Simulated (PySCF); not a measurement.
SMILES [SiH2](OC)SC, singlet, GFN2-xTB optimised geometry.

```
13

C      2.23    -1.65     0.01
O      0.97    -1.07     0.01
Si     0.63     0.50     0.00
S     -1.49     0.50     0.00
C     -1.73     2.31     0.00
H      2.11    -2.74     0.02
H      2.80    -1.35     0.89
H      2.79    -1.36    -0.88
H      1.13     1.18    -1.20
H      1.13     1.20     1.19
H     -1.29     2.73     0.89
H     -1.28     2.74    -0.89
H     -2.80     2.49    -0.01
```

Density from B3LYP/def2-TZVP in PySCF 2.14.0 at that geometry.

Minimum of the electron density along straight lines between bonded atoms, close to the bond critical point (lines longer than 1.1 times the sum of covalent radii, or with two minima, are not listed):

```json
[
 {"bond": "C1–O2", "length / Å": "1.392", "ρ at the minimum / e bohr⁻³": "0.264", "∇²ρ there / e bohr⁻⁵": "-0.49", "position (fraction from the first atom)": "0.35"},
 {"bond": "O2–Si3", "length / Å": "1.609", "ρ at the minimum / e bohr⁻³": "0.149", "∇²ρ there / e bohr⁻⁵": "0.96", "position (fraction from the first atom)": "0.59"},
 {"bond": "Si3–S4", "length / Å": "2.123", "ρ at the minimum / e bohr⁻³": "[?]", "∇²ρ there / e bohr⁻⁵": "[?]", "position (fraction from the first atom)": "0.36"},
 {"bond": "S4–C5", "length / Å": "1.820", "ρ at the minimum / e bohr⁻³": "0.177", "∇²ρ there / e bohr⁻⁵": "[?]", "position (fraction from the first atom)": "0.53"},
 {"bond": "C1–H6", "length / Å": "1.090", "ρ at the minimum / e bohr⁻³": "0.288", "∇²ρ there / e bohr⁻⁵": "-1.04", "position (fraction from the first atom)": "0.65"},
 {"bond": "C1–H7", "length / Å": "1.092", "ρ at the minimum / e bohr⁻³": "0.286", "∇²ρ there / e bohr⁻⁵": "-1.01", "position (fraction from the first atom)": "0.64"},
 {"bond": "C1–H8", "length / Å": "1.092", "ρ at the minimum / e bohr⁻³": "0.286", "∇²ρ there / e bohr⁻⁵": "-1.01", "position (fraction from the first atom)": "0.64"},
 {"bond": "Si3–H9", "length / Å": "1.464", "ρ at the minimum / e bohr⁻³": "0.127", "∇²ρ there / e bohr⁻⁵": "0.17", "position (fraction from the first atom)": "0.49"},
 {"bond": "Si3–H10", "length / Å": "1.464", "ρ at the minimum / e bohr⁻³": "0.127", "∇²ρ there / e bohr⁻⁵": "0.17", "position (fraction from the first atom)": "0.49"},
 {"bond": "C5–H11", "length / Å": "1.085", "ρ at the minimum / e bohr⁻³": "0.285", "∇²ρ there / e bohr⁻⁵": "-1.00", "position (fraction from the first atom)": "0.64"},
 {"bond": "C5–H12", "length / Å": "1.085", "ρ at the minimum / e bohr⁻³": "0.285", "∇²ρ there / e bohr⁻⁵": "-1.00", "position (fraction from the first atom)": "0.64"},
 {"bond": "C5–H13", "length / Å": "1.084", "ρ at the minimum / e bohr⁻³": "0.285", "∇²ρ there / e bohr⁻⁵": "-1.00", "position (fraction from the first atom)": "0.64"}
]
```

Problem. Some entries are withheld; supply them.

Solution. 
- Si3–S4, ρ at the minimum / e bohr⁻³: 0.106
- Si3–S4, ∇²ρ there / e bohr⁻⁵: 0.08
- S4–C5, ∇²ρ there / e bohr⁻⁵: -0.28
